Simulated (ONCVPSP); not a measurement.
# Which change was made? (O, ONCV)

- Element: oxygen
- Generator: ONCVPSP 4.0.1
- Type: optimised norm-conserving Vanderbilt (ONCV)
- Functional: PBE
- Relativity: fully relativistic
- Frozen core: [He]
- Valence charge: 6
- Reference configuration: 2s2 2p2 (charge +2)
- Partial waves: 2s: rc 0.80 bohr, ncon 4, nbas 7, qcut 8.5 1/bohr, 2 projectors, debl 2.4 Ha; 2p: rc 1.95 bohr, ncon 4, nbas 8, qcut 6.7 1/bohr, 2 projectors, debl 3.8 Ha
- Local potential: polynomial inside 0.70 bohr (lpopt 5, dvloc0 6 Ha)
- Core correction: none

Open shells are filled in proportion to 2j + 1.

Cutoffs, loose and tight: the cutoffs (Ha) at which the residual kinetic energy of the hardest occupied pseudo-wave falls to 1 and 0.1 mHa per electron. They do not see the model core or the augmentation charge, which bear on the density cutoff. Test errors are all-electron minus pseudo excitation energies from the reference, over the configurations 2s2 2p4; 2s2 2p3; 2s2 2p1; 2s0 2p6; variants that change the core or the reference have their own tests.

The base gives: outcome: generated; cutoff, loose: 66 Ha; cutoff, tight: 166 Ha; bound ghosts: none; GHOST(+) flags above zero: none; largest test error (meV): +2106.

Problem. After one change the result is: outcome: generated; cutoff, loose: 45 Ha; cutoff, tight: 160 Ha; bound ghosts: none; GHOST(+) flags above zero: none; largest test error (meV): +6830. Which change was it?
A. reference 2s2 2p4
B. s: qcut 5.7
C. all radii scaled by about 0.87 (s 0.70, p 1.70 bohr); local potential polynomial inside 0.62 bohr (lpopt 5, dvloc0 6 Ha)

Solution. A. The others give: s: qcut 5.7 → outcome: generated; cutoff, loose: 162 Ha; cutoff, tight: 196 Ha; bound ghosts: none; GHOST(+) flags above zero: s; largest test error (meV): +2193 | all radii scaled by about 0.87 (s 0.70, p 1.70 bohr); local potential polynomial inside 0.62 bohr (lpopt 5, dvloc0 6 Ha) → outcome: generated; cutoff, loose: 50 Ha; cutoff, tight: 161 Ha; bound ghosts: none; GHOST(+) flags above zero: s; largest test error (meV): +1469.
